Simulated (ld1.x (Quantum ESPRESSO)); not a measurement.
# Al, ultrasoft: configuration errors across variants

| Quantity | Value |
| --- | --- |
| Element | Al |
| Generator | ld1.x (Quantum ESPRESSO) 7.5 |
| Type | ultrasoft |
| Functional | BP86 |
| Relativity | non-relativistic |
| Frozen core | [Ne] |
| Valence charge | 3 |
| Reference configuration | 3s1.5 3p1.5 |
| Partial waves | 3s (bound): rcut 2.10, rcutus 2.20 bohr; 3s channel at 0.05 Ry: rcut 2.10, rcutus 2.20 bohr; 3p (bound): rcut 2.45, rcutus 2.85 bohr; 3p channel at 1.45 Ry: rcut 2.45, rcutus 2.85 bohr |
| Local potential | all-electron potential smoothed inside 1.75 bohr (lloc = -1) |
| Core correction | a·sin(br)/r model core inside 1.05 bohr |
| Augmentation charge | built from norm-conserving waves at rcut, not smoothed further |

All-electron excitation energies from the reference (eV): (1) 3s2 3p1 -2.534; (2) 3s2 3p0 3.336; (3) 3s1 3p0 22.669; (4) 3s0 3p3 7.868; (5) 3s2 3p1.3 -3.140; (6) 3s2 3p0.5 -0.395; (7) 3s1 3p1 9.122.

Errors AE − PS in meV (a dash: test not solved or not reliable):

```csv
change,(1),(2),(3),(4),(5),(6),(7),bound ghosts
base,-1.5,-0.9,+7.2,-23,-4.4,-2.4,-34,not determined
core correction none,+0.5,+2.2,+25,+7.7,-2.6,+0.1,-27,not determined
core correction a·sin(br)/r model core inside 0.90 bohr,-1.5,-0.9,+7.1,-24,-4.4,-2.4,-34,not determined
core correction a·sin(br)/r model core inside 1.24 bohr,-1.5,-0.9,+7.2,-23,-4.4,-2.4,-34,not determined
core correction a·sin(br)/r model core inside 1.46 bohr,-1.5,-0.8,+6.2,-24,-4.4,-2.4,-34,not determined
core correction a·sin(br)/r model core inside 1.74 bohr,-1.3,-0.4,+6.9,-20,-4.2,-2.0,-33,not determined
core correction a·sin(br)/r model core inside 2.00 bohr,-0.6,+0.6,+10,-11,-3.7,-1.2,-32,not determined
core correction a·sin(br)/r model core inside 2.36 bohr,+0.2,+1.6,+18,+1.2,-3.0,-0.3,-29,not determined
```

Problem. Give the same row for: core correction a·sin(br)/r model core inside 2.62 bohr.

Solution. +0.4, +1.9, +22, +5.6, -2.7, 0.0, -28; bound ghosts: not determined.
